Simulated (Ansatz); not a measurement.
Basis-set extrapolation for CH$_{5}$AlOSi (`C1[O][AlH][SiH2]1`) (PBE0-D4/def2-TZVP geometry, frozen core, Ansatz 0.2.0). Multiplicity 1, RHF reference.

|  | def2-TZVPP | def2-QZVPP |
| --- | --- | --- |
| HF | -646.556389 | -646.577783 |
| MP2 correlation | -0.603009 | -0.647506 |
| CCSD(T) correlation | -0.667561 | not run |

Energies in hartree. Use E(X) = E(∞) + A·exp(−7.88·√X) for Hartree–Fock and E(X) = E(∞) + B·X^(−2.97) for correlation, with X = 3 and 4, and add CCSD(T) minus MP2 of the smaller set to the MP2 limit.

Task: What is the CCSD(T) energy at the basis-set limit?

Result: HF limit: -646.577783 + (-0.021394) × 0.13774 = -646.58073. MP2 limit: -0.647506 + (-0.044497) × 0.74074 = -0.68047. Higher-order term: -0.667561 − (-0.603009) = -0.06455. Total: -647.32575 hartree, 267.3 kJ/mol below CCSD(T)/def2-TZVPP.
